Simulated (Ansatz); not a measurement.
Reactions of CH7BClNSi (`[SiH3]NCBCl`).

Isolated molecules relaxed with PBE0-D4/def2-TZVP in Ansatz; ΔE leaves out vibrations. CCSD(T)/CBS adds triple-zeta CCSD(T) − MP2 to the extrapolated MP2 energy (def2 sets, frozen cores). This one scheme is used for every species. For Se outer-core shells are correlated without core-valence functions, which leaves a few kJ/mol of doubt a bond. Scalar relativity is left out up to krypton. Each species was taken in one conformer, which may not be the lowest.

| reaction | CCSD/CBS(def2) (kJ/mol) |
| --- | --- |
| `[SiH3]NCBCl` + `NC(O)O` → `OC(O)N[SiH3]` + `NCBCl` | -1 |
| `[SiH3]NCBCl` + `CO[SiH](O)F` → `CO[SiH](F)O[SiH3]` + `NCBCl` | -70 |
| `[SiH3]NCBCl` + CH₃OH → `COBCl` + `CN[SiH3]` | -146 |
| `[SiH3]NCBCl` + `NP(S)[SeH]` → `SP([SeH])BCl` + `NCN[SiH3]` | 21 |
| `[SiH3]NCBCl` + H₂O → `OCN[SiH3]` + `BCl` | 60 |
| `[SiH3]NCBCl` + HCl → `ClBCCl` + `N[SiH3]` | -16 |

Give the CCSD(T)/CBS values in the same order. (Best estimate.)

Computed: -2, -68, -146, 20, 62, -17 kJ/mol.

Largest T1 diagnostic: 0.014, for `SP([SeH])BCl`.
